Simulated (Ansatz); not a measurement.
Cost and result for the atomization energy of C2H9BSSi (14 atoms, 14 bonds).

```xyz
14

B     0.232    1.644   -0.450
Si    0.170   -0.362   -0.730
C    -1.483   -1.248   -0.803
C     0.887   -0.472    1.067
S     0.161    1.136    1.483
H    -0.660    2.406   -0.703
H     1.351    2.052   -0.641
H     1.099   -1.027   -1.692
H    -1.949   -1.091   -1.780
H    -2.170   -0.859   -0.047
H    -1.375   -2.324   -0.651
H     1.972   -0.368    1.031
H     0.603   -1.246    1.779
H     1.162    1.760    2.139
```

Charge 0, multiplicity 1. The bonds changed during the relaxation, so this is another structure than the one it started from. Geometry: relaxed with PBE0-D4/def2-TZVP. It is one conformer, not always the lowest. Program: Ansatz. All runs use 4 threads of an Arm Neoverse V1 on a shared host. Times are those of one run each, without the atoms' runs, and a repeat can differ threefold. Electronic energies, without spin–orbit coupling; frozen cores. CCSD(T)/CBS adds CCSD(T) − MP2 in def2-TZVPP to the MP2 limit, and its time is that of the two runs behind it. T1 = 0.011. B3LYP takes the VWN-RPA correlation (the form of Gaussian; ORCA's B3LYP/G).

CCSD(T)/CBS is a level of theory with its own doubt, some kJ/mol a heavy atom from the limit and from the frozen cores, so smaller differences don't rank the functionals.

```
                             level  functions  wall time
   PBE-D4/def2-TZVPP (with forces)        303      3.9 s
                PBE0-D4/def2-TZVPP        303        6 s
r2SCAN-D4/def2-TZVPP (with forces)        303      7.5 s
 B3LYP-D4/def2-TZVPP (with forces)        303        9 s
                 B2PLYP/def2-TZVPP        303       11 s
                ωB97X-V/def2-TZVPP        303       13 s
  ωB97M-V/def2-TZVPP (with forces)        303       19 s
                    MP2/def2-QZVPP        581       58 s
                CCSD(T)/def2-TZVPP        303     17 min
                 CCSD(T)/CBS(def2)          –     18 min
```

Q: What atomization energy does each give, and how far from CCSD(T)/CBS? (Best estimate.)

A: Ansatz gave: 
| level | atomization (kcal/mol) | difference from CCSD(T)/CBS | per bond |
| --- | --- | --- | --- |
| PBE-D4/def2-TZVPP (with forces) | 1178.3 | 18.9 | 1.4 |
| PBE0-D4/def2-TZVPP | 1168.3 | 8.9 | 0.6 |
| r2SCAN-D4/def2-TZVPP (with forces) | 1168.8 | 9.4 | 0.7 |
| B3LYP-D4/def2-TZVPP (with forces) | 1161.1 | 1.7 | 0.1 |
| B2PLYP/def2-TZVPP | 1145.9 | -13.5 | -1.0 |
| ωB97X-V/def2-TZVPP | 1167.1 | 7.7 | 0.6 |
| ωB97M-V/def2-TZVPP (with forces) | 1167.2 | 7.8 | 0.6 |
| MP2/def2-QZVPP | 1156.6 | -2.8 | -0.2 |
| CCSD(T)/def2-TZVPP | 1132.4 | -27.0 | -1.9 |
| CCSD(T)/CBS(def2) | 1159.4 | 0.0 | 0.0 |

The D4 term adds +13.4 kcal/mol with B3LYP and +7.0 kcal/mol with PBE0; it sums over pairs of atoms, weighted by their polarisabilities, and B3LYP, whose exchange is more repulsive, gets the larger term. From PBE to PBE0 (25 % exact exchange), in def2-TZVPP and without D4, the atomization energy moves by −8.7 kcal/mol: exact exchange takes away binding that semilocal exchange gives to molecules. In def2-TZVPP, CCSD(T) changes the Hartree–Fock value by +262.9 kcal/mol (the triples alone add +15.3 kcal/mol) and MP2 by +271.3 kcal/mol; breaking electron pairs costs correlation energy, which Hartree–Fock lacks.
